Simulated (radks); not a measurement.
Values are calculated unless marked as measured or tabulated.
These are the eigenvalues of the occupied orbitals of an atom or ion with whole-number occupations (eV). Level of theory: non-relativistic Kohn-Sham, AM05, spin-unpolarised, spherical densities, point nucleus (a radial shooting solver on a logarithmic mesh with Libxc functionals).

| orbital | eigenvalue |
|---|---|
| 1s | -3519.092 |
| 2s | -372.7629 |
| 2p | -302.9155 |
| 3s | -55.7712 |
| 3p | -39.1267 |

Which element is it, and in what charge state? The configuration may be excited.

Answer. Z = 19, potassium, charge +2: K2+ in [Ne] 3s2 3p5. The list shows which subshells hold electrons but not how many an open one holds; the 1s level, -129.32 hartree, gives Z - s = 16.1 by -(Z - s)^2/2, which with screening narrows Z to a few neighbours, and the depths of the outer levels then fix element, charge and occupations together.
